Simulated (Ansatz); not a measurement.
Consider the formal exchange of groups at the Se–C bond: `B[Se]C=C` + CH₄ → `B[Se]C` + `C=C`.

Computed with Ansatz on PBE0-D4/def2-TZVP structures; ΔE is electronic, products minus reactants. CCSD(T)/CBS adds triple-zeta CCSD(T) − MP2 to the extrapolated MP2 energy (def2 sets, frozen cores). This one scheme is used for every species. DFT in def2-TZVPP. B3LYP here is the variant with VWN-RPA as its local correlation; programs differ in this. For Se outer-core shells are correlated without core-valence functions, which leaves a few kJ/mol of doubt a bond. Scalar relativity is left out up to krypton. One conformer a species, not always the lowest.

```json
{"level": "B97M-V", "ΔE (eV)": "0.23"}
{"level": "B3LYP", "ΔE (eV)": "0.17"}
```

(1) What does CCSD(T)/CBS give? (Estimate.)

Largest T1 diagnostic among the species: 0.013.

## Answers

(1) The calculation gave: +0.17 eV. The listed levels differ from it by 0.06, 0.00 eV.

Leaving LDA and LC-ωPBE aside and taking each functional with its dispersion term where it has one, the values, not all of them listed here, spread over 0.07 eV, from ωB97M-V to revPBE-D4. LDA lies +0.04 eV from PBE without D4. The D4 term adds +0.03 eV with B3LYP and +0.02 eV with PBE0; it sums over pairs of atoms, weighted by their polarisabilities, and B3LYP, whose exchange is more repulsive, gets the larger term.
